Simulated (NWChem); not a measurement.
C₂H₂BF₂N; SMILES N#CCB(F)F

```xyz
8

N      0.4287     2.5553     0.6661
C     -0.1297     1.6336     0.2454
C     -0.8211     0.4705    -0.2782
B     -0.0912    -0.9087    -0.0489
F     -0.6575    -2.0091    -0.4973
F      1.0589    -1.0145     0.5701
H     -1.8293     0.4012     0.1668
H     -0.9903     0.5911    -1.3627
```
Atoms are numbered in this order, from 1.

Results from NWChem. The geometry was optimised at PBE0/def2-SVP. Atomic charges in e: unrestrained fits to the electrostatic potential beside Mulliken populations; buried atoms are poorly determined by the fit.

**Question.** Estimate the computed values for B3LYP/def2-SVP. Quantities: ESP N1; Mulliken N1; ESP C2; Mulliken C2; ESP C3; Mulliken C3; ESP B4; Mulliken B4; ESP F5; Mulliken F5; relative RMS misfit of the potential (%).

**Answer.** 
- ESP N1 = -0.45
- Mulliken N1 = 0.06
- ESP C2 = 0.36
- Mulliken C2 = -0.27
- ESP C3 = -0.35
- Mulliken C3 = -0.03
- ESP B4 = 0.76
- Mulliken B4 = 0.21
- ESP F5 = -0.30
- Mulliken F5 = -0.08
- relative RMS misfit of the potential (%) = 14
